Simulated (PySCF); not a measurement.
**Working out the excitation energy of Si²⁺**

Si²⁺ [Ne] 3s2 (1S) → Si²⁺ [Ne] 3p2 (3P). Calculation: PySCF 2.14, in x2c-TZVPPall (5s5p3d1f, 42 functions); scalar relativity by spin-free X2C-1e. Frozen: 1s2. Energies in hartree (1 hartree = 27.21139 eV):

```
            part  Si²⁺ (lower)  Si²⁺ (upper)
             UHF   -288.592427   -288.038632
CCSD correlation     -0.198367     -0.160616
             (T)     -0.002003     -0.000985
```

Question: What does Hartree-Fock give?

Answer: (-288.038632) − (-288.592427) = 0.553795 hartree = 15.070 eV.

Question: What do CCSD and CCSD(T) give?

Answer: The CCSD correlation energies differ by 0.037751 hartree = 1.027 eV and the triples by 0.001018 hartree = 0.028 eV, so CCSD gives 16.097 eV and CCSD(T) 16.125 eV.
